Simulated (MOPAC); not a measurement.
A run for MOPAC: PM3 on ZnSn, 2S+1 = 3, a spin state set in the input, which need not be the lowest, a point of a bond scan (R = 2.653 Å).

```
PM3 1SCF PRECISE CHARGE=0 UHF MS=1 THREADS=1
SnZn

Zn     0.00000000 1     0.00000000 1     0.00000000 1
Sn     0.00000000 1     0.00000000 1     2.65267300 1
```

It printed:

```
*******************************************************************************
 **                                                                           **
 **                              MOPAC v23.2.5                                **
 **                                                                           **
 *******************************************************************************
 ** MOPAC's Digital Object Identifier: https://doi.org/10.5281/zenodo.6511958 **
 **                                                                           **
 ** Please cite the open-source release paper for use of this MOPAC version:  **
 ** J. E. Moussa and J. J. P. Stewart (2026)                                  **
 ** MOPAC: An open-source semiempirical molecular orbital program             **
 ** J. Open Source Softw., 11(119), 8025, https://doi.org/10.21105/joss.08025 **
 *******************************************************************************

                              PM3 CALCULATION RESULTS

 *******************************************************************************
 *  PM3        - The PM3 Hamiltonian to be used
 *  UHF        - UNRESTRICTED HARTREE-FOCK CALCULATION
 *
 *
 *
 *                 CHARGE ON SYSTEM = 0
 *
 *
 *
 *  MS=        - IN MECI, MAGNETIC COMPONENT OF SPIN =  1.0
 *  PRECISE    - TIGHTER CRITERIA TO BE USED
 *  1SCF       - DO 1 SCF AND THEN STOP
 *  THREADS=1  - MULTI-THREADING NOT USED
 *  T=         - A TIME OF 172800.0 SECONDS REQUESTED
 *  DUMP=N     - RESTART FILE WRITTEN EVERY 7200.0 SECONDS REQUESTED
 *******************************************************************************
PM3 1SCF PRECISE CHARGE=0 UHF MS=1 THREADS=1
 SnZn

   ATOM   CHEMICAL          X               Y               Z
  NUMBER   SYMBOL      (ANGSTROMS)     (ANGSTROMS)     (ANGSTROMS)

     1      Zn          0.00000000  *   0.00000000  *   0.00000000  *
     2      Sn          0.00000000  *   0.00000000  *   2.65267300  *



          CARTESIAN COORDINATES

    NO.       ATOM           X           Y           Z

     1        Zn          0.0000      0.0000      0.0000
     2        Sn          0.0000      0.0000      2.6527

 Zn: (PM3): J. J. P. STEWART, J. COMP. CHEM. 12, 320-341 (1991).
 Sn: (PM3): J. J. P. STEWART, J. COMP. CHEM. 12, 320-341 (1991).

           Empirical Formula: Zn Sn  =     2 atoms



      MOLECULAR POINT GROUP   :   C*v


          UHF CALCULATION, NO. OF ALPHA ELECTRONS =    4
                           NO. OF BETA  ELECTRONS =    2

 -------------------------------------------------------------------------------
 PM3 1SCF PRECISE CHARGE=0 UHF MS=1 THREADS=1
 SnZn



     1SCF WAS SPECIFIED, SO BFGS WAS NOT USED
     SCF FIELD WAS ACHIEVED


                              PM3 CALCULATION
                                                       MOPAC v23.2.5 Linux




          FINAL HEAT OF FORMATION =         75.29197 KCAL/MOL =     315.02161 KJ/MOL


          COSMO AREA              =         94.36 SQUARE ANGSTROMS
          COSMO VOLUME            =         81.65 CUBIC ANGSTROMS

          IONIZATION POTENTIAL    =          8.539618 EV
          ALPHA SOMO LUMO (EV)    =         -8.540 -2.248
          BETA  SOMO LUMO (EV)    =         -9.687 -2.188
          NO. OF ALPHA ELECTRONS  =          4
          NO. OF BETA  ELECTRONS  =          2
          MOLECULAR WEIGHT        =        184.0700         POINT GROUP:  C*v

          MOLECULAR DIMENSIONS (Angstroms)

            Atom       Atom       Distance
           Sn     2   Zn     1     2.65267
           Sn     2   Zn     1     0.00000
           Zn     1   Sn     2     0.00000


          SCF CALCULATIONS        =          1





   ATOM   CHEMICAL          X               Y               Z
  NUMBER   SYMBOL      (ANGSTROMS)     (ANGSTROMS)     (ANGSTROMS)

     1      Zn          0.00000000  *   0.00000000  *   0.00000000  *
     2      Sn          0.00000000  *   0.00000000  *   2.65267300  *

                             CARTESIAN COORDINATES

   1   Zn        0.000000000     0.000000000     0.000000000
   2   Sn        0.000000000     0.000000000     2.652673000


           Empirical Formula: Zn Sn  =     2 atoms



      MOLECULAR POINT GROUP   :   C*v


          ALPHA EIGENVALUES
 -13.30575  -9.72136  -8.53962  -8.53962  -2.24753   2.26462   2.26462   3.38970


           BETA EIGENVALUES
 -11.93342  -9.68702  -2.18849  -2.18849  -1.42370   1.90077   1.90077   3.00979


              NET ATOMIC CHARGES AND DIPOLE CONTRIBUTIONS

  ATOM NO.   TYPE          CHARGE      No. of ELECS.   s-Pop       p-Pop
    1         Zn           0.496434        1.5036     1.16993     0.33364
    2         Sn          -0.496434        4.4964     1.43371     3.06272
 DIPOLE           X         Y         Z       TOTAL
 POINT-CHG.     0.000     0.000    -6.325     6.325
 HYBRID        -0.000     0.000     1.819     1.819
 SUM           -0.000     0.000    -4.506     4.506


          ATOMIC ORBITAL ELECTRON POPULATIONS

     Atom    s        px        py        pz
    1 Zn   1.16993   0.03087   0.03087   0.27189
    2 Sn   1.43371   0.96913   0.96913   1.12447


                    (SZ)    =    1.000000
                    (S**2)  =    2.947850


          ATOMIC ORBITAL SPIN POPULATIONS

    Atom   Total    s     px     py     pz
         Atomic
    1 Zn -0.8079 -0.807  0.031  0.031 -0.063
    2 Sn  2.8079  0.473  0.969  0.969  0.397

 **********************
 *                    *
 * JOB ENDED NORMALLY *
 *                    *
 **********************




 == MOPAC DONE ==
```

The run finished. Its determinant has ⟨S²⟩ = 2.95, a mixture of spin states.

Cost: around 0.03 core-seconds (rough).
